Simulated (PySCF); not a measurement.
Two species compared at the same levels of theory.

First species: C₃H₁₄OSi₃.
SMILES: `C[SiH2]O[Si@@H](C)C[SiH3]`

Second species: C5H11NO2Si.
Atom-mapped SMILES: `[CH2:1]1[CH2:2][C@@H:3]([SiH:4]2[O:5][CH2:6][CH2:7][O:8]2)[NH:9]1` (hydrogens: H10, H11 on C1; H12, H13 on C2; H14 on C3; H15 on Si4; H16, H17 on C6; H18, H19 on C7; H20 on N9)

Levels: PBE0/pcSseg-1 for HOMO energy, LUMO energy and HOMO–LUMO gap. Geometries: GFN2-xTB. All species are isolated and taken at one optimised geometry, non-relativistic unless stated; the electronic structure was computed with PySCF and density fitting.

Dipoles, sizes and rotational constants follow the conformer. The torsions of the flexible species, by atom-mapped SMILES:
- `[CH3:1][SiH2:2][O:3][Si@@H:4]([CH3:5])[CH2:6][SiH3:7]`: C1–Si2–O3–Si4 -60°, Si2–O3–Si4–C5 -76°, O3–Si4–C6–Si7 180°

The conformers of `C1C[C@@H]([SiH]2OCCO2)N1` aren't listed.

Values for the first species:

* HOMO energy: -8.04 eV
* LUMO energy: 0.72 eV
* HOMO–LUMO gap: 8.76 eV

(1) Estimate the same properties for the second species, and the change in each.

Answers

(1) 
| property | first | second | second less first |
| --- | --- | --- | --- |
| HOMO energy | -8.04 eV | -6.20 eV | +1.84 eV |
| LUMO energy | 0.72 eV | 0.61 eV | -0.11 eV |
| HOMO–LUMO gap | 8.76 eV | 6.81 eV | -1.95 eV |

